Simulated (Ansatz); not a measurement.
Basis-set extrapolation for CH6BClFNSi (PBE0-D4/def2-TZVP geometry, frozen core, the Gaussian-basis code of Ansatz). Multiplicity 1, RHF reference.

```csv
,def2-TZVPP,def2-QZVPP
HF,-968.512125,-968.543570
MP2 correlation,-1.047611,-1.133380
CCSD(T) correlation,-1.146236,not run
```

Energies in hartree. Use E(X) = E(∞) + A·exp(−7.88·√X) for Hartree–Fock and E(X) = E(∞) + B·X^(−2.97) for correlation, with X = 3 and 4, and add CCSD(T) minus MP2 of the smaller set to the MP2 limit.

Q: What is the CCSD(T) energy at the basis-set limit?

A: HF limit: -968.543570 + (-0.031445) × 0.13774 = -968.54790. MP2 limit: -1.133380 + (-0.085769) × 0.74074 = -1.19691. Higher-order term: -1.146236 − (-1.047611) = -0.09862. Total: -969.84343 hartree, 485.9 kJ/mol below CCSD(T)/def2-TZVPP.
